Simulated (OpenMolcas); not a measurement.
Multiconfigurational calculation on Al⁺

Input:

```
&GATEWAY
Coord
1

Al 0.0 0.0 0.0
Basis=ANO-RCC
Group=XYZ
NoMove
AngMom=0.0 0.0 0.0
AMFI
&SEWARD
* reference wave functions (RASSCF and RASSI steps not shown): 2 electrons in 9 orbitals (RAS2 3s 3p; RAS3 3d, at most 2 electrons)
>>> COPY JOB001 $Project.JobIph
&CASPT2
Multistate=3 1 2 3
Frozen=1 0
IPEA=0.25
Imaginary=0.1
MaxIter=60
WThr=0.0 0.3 0.05
PrWF=0.5
NoMix
>>> COPY JOB002 $Project.JobIph
&CASPT2
Multistate=7 1 2 3 4 5 6 7
Frozen=1 0
IPEA=0.25
Imaginary=0.1
MaxIter=60
WThr=0.0 0.3 0.05
PrWF=0.5
NoMix
>>> COPY JOB003 $Project.JobIph
&CASPT2
Multistate=3 1 2 3
Frozen=1 0
IPEA=0.25
Imaginary=0.1
MaxIter=60
WThr=0.0 0.3 0.05
PrWF=0.5
NoMix
...
```

Output, cut to the results:

```
--- CASPT2 ---
Orbital specifications:
      -----------------------

      Symmetry species                           1   2
                                                ag  au
      Frozen orbitals                            1   0
      Inactive orbitals                          1   3
      Active orbitals                            6   3
      Secondary orbitals                        44  42
      Deleted orbitals                           0   0
      Number of basis functions                 52  48
Type of calculation                        MS-CASPT2
      Fock operator                              state-specific
      IPEA shift                                 0.25
      Real shift                                 0.00
      Imaginary shift                            0.10
      The input orbitals will be transformed to quasi-canonical
Reference energy:        -241.7256801205
      E2 (Non-variational):      -0.2503387846
      Shift correction:          -0.0000171110
      E2 (Variational):          -0.2503558956
      Total energy:            -241.9760360161
      Residual norm:              0.0000008375
      Reference weight:           0.98541
      Contributions to the CASPT2 correlation energy
      Active & Virtual Only:         -0.0011596479
      One Inactive Excited:          -0.0153648481
      Two Inactive Excited:          -0.2338142886
Reference energy:        -241.7256801205
      E2 (Non-variational):      -0.2503387856
      Shift correction:          -0.0000171110
      E2 (Variational):          -0.2503558965
      Total energy:            -241.9760360170
      Residual norm:              0.0000008375
      Reference weight:           0.98541
      Contributions to the CASPT2 correlation energy
      Active & Virtual Only:         -0.0011596480
      One Inactive Excited:          -0.0153648490
      Two Inactive Excited:          -0.2338142886
::    CASPT2 Root  1     Total energy:   -241.97603602
::    CASPT2 Root  2     Total energy:   -241.97603602
::    CASPT2 Root  3     Total energy:   -241.97603602
::    MS-CASPT2 Root  1     Total energy:   -241.97603602
::    MS-CASPT2 Root  2     Total energy:   -241.97603602
::    MS-CASPT2 Root  3     Total energy:   -241.97603602
--- CASPT2 ---
Orbital specifications:
      -----------------------

      Symmetry species                           1   2
                                                ag  au
      Frozen orbitals                            1   0
      Inactive orbitals                          1   3
      Active orbitals                            6   3
      Secondary orbitals                        44  42
      Deleted orbitals                           0   0
      Number of basis functions                 52  48
Type of calculation                        MS-CASPT2
      Fock operator                              state-specific
      IPEA shift                                 0.25
      Real shift                                 0.00
      Imaginary shift                            0.10
      The input orbitals will be transformed to quasi-canonical
Reference energy:        -242.1426870840
      E2 (Non-variational):      -0.2614274226
      Shift correction:          -0.0000491758
      E2 (Variational):          -0.2614765984
      Total energy:            -242.4041636824
      Residual norm:              0.0000000869
      Reference weight:           0.98111
      Contributions to the CASPT2 correlation energy
      Active & Virtual Only:         -0.0068227129
      One Inactive Excited:          -0.0210448496
      Two Inactive Excited:          -0.2335598602
Reference energy:        -241.7655374552
      E2 (Non-variational):      -0.2496516484
      Shift correction:          -0.0000830055
      E2 (Variational):          -0.2497346540
      Total energy:            -242.0152721092
      Residual norm:              0.0000003245
      Reference weight:           0.98310
      Contributions to the CASPT2 correlation energy
      Active & Virtual Only:         -0.0021113267
      One Inactive Excited:          -0.0127758564
      Two Inactive Excited:          -0.2347644653
::    CASPT2 Root  1     Total energy:   -242.40416368
::    CASPT2 Root  2     Total energy:   -242.01527211
::    CASPT2 Root  3     Total energy:   -242.01527614
::    CASPT2 Root  4     Total energy:   -242.01527465
::    CASPT2 Root  5     Total energy:   -242.01528487
::    CASPT2 Root  6     Total energy:   -242.01527847
::    CASPT2 Root  7     Total energy:   -241.90023593
::    MS-CASPT2 Root  1     Total energy:   -242.40475877
::    MS-CASPT2 Root  2     Total energy:   -242.01536158
::    MS-CASPT2 Root  3     Total energy:   -242.01533230
::    MS-CASPT2 Root  4     Total energy:   -242.01528215
::    MS-CASPT2 Root  5     Total energy:   -242.01525492
::    MS-CASPT2 Root  6     Total energy:   -242.01515529
::    MS-CASPT2 Root  7     Total energy:   -241.89964085
--- CASPT2 ---
Orbital specifications:
      -----------------------

      Symmetry species                           1   2
                                                ag  au
      Frozen orbitals                            1   0
      Inactive orbitals                          1   3
      Active orbitals                            6   3
      Secondary orbitals                        44  42
      Deleted orbitals                           0   0
      Number of basis functions                 52  48
Type of calculation                        MS-CASPT2
      Fock operator                              state-specific
      IPEA shift                                 0.25
      Real shift                                 0.00
      Imaginary shift                            0.10
      The input orbitals will be transformed to quasi-canonical
Reference energy:        -241.9828294396
      E2 (Non-variational):      -0.2516567501
      Shift correction:          -0.0000174569
      E2 (Variational):          -0.2516742070
...
```

Levels above the lowest, from the spin-orbit matrix with the single-state CASPT2 energies, averaged by term, on its diagonal:

```json
{"Configuration": "3s²", "Term": "¹S", "J": "0", "E (cm⁻¹)": "0.0", "Measured (cm⁻¹)": "0.0", "Term weight %": "100"}
{"Configuration": "3s 3p", "Term": "³P°", "J": "0", "E (cm⁻¹)": "37136", "Measured (cm⁻¹)": "37393", "Term weight %": "100"}
{"Configuration": "3s 3p", "Term": "³P°", "J": "1", "E (cm⁻¹)": "37186", "Measured (cm⁻¹)": "37454", "Term weight %": "100"}
{"Configuration": "3s 3p", "Term": "³P°", "J": "2", "E (cm⁻¹)": "37286", "Measured (cm⁻¹)": "37578", "Term weight %": "100"}
{"Configuration": "3s 3p", "Term": "¹P°", "J": "1", "E (cm⁻¹)": "59735", "Measured (cm⁻¹)": "59852", "Term weight %": "100"}
{"Configuration": "3p²", "Term": "¹D", "J": "2", "E (cm⁻¹)": "85350", "Measured (cm⁻¹)": "85481", "Term weight %": "100"}
```

Against the 5 measured excited levels shown (NIST Handbook of Basic Atomic Spectroscopic Data) the mean absolute deviation is 210 cm-1; the largest miss in energy is 3s 3p ³P°₂: computed 37286, measured 37578 cm⁻¹ (-0.8 %).

Configurations are named by rounded mean occupations; where the s occupation lies near a half they are strongly mixed, a name can repeat and a true partner stay unpaired. Some terms take much of their weight from 3d, a shell meant for correlation, so their names are nominal. Some terms mix strongly with configurations of 3d, whose occupation reaches 0.41 (3p² ¹D). Measured partners are found by configuration, term and J. A level has none where our copy of the source lacks it or the pairing is in doubt (some pairs that miss far off the trend of their configuration count as doubtful), and it then counts in no deviation. Levels of configurations outside the active space are missing. The first state left out of the spin-orbit step lies near 110000 cm-1 above the lowest spin-free state of the reference (among the parities and spins computed), and the list stops at four fifths of that energy or lower.

The term weight is that of the spin-free term in the level, not the purity of its configuration. ° marks odd parity.
